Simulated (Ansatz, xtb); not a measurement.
Reaction R1 → P1 + P2, each structure at its B3LYP-D3(BJ)/def2-TZVP stationary point, reached from a drawn start (curvature not checked).
R1: BH3 (SMILES B), charge 0, multiplicity 1.
P1: BH (SMILES [BH]), charge 0, multiplicity 1.
P2: H2 (SMILES [H][H]), charge 0, multiplicity 1.

P less R. No zero-point or thermal terms.

Correlated levels freeze the cores.

Codes used: Ansatz (Gaussian orbitals); xtb for the GFN methods. No computed number here is a measurement.

Problem. One of these levels gives 92.69 kcal/mol for the reaction energy. Name it.
A. GFN1-xTB
B. CCSD/cc-pVDZ
C. PBE/def2-TZVPP

Solution. C, PBE/def2-TZVPP. The others give 73.04 (GFN1-xTB), 81.53 (CCSD/cc-pVDZ)

Ansatz is a program for electronic structure.
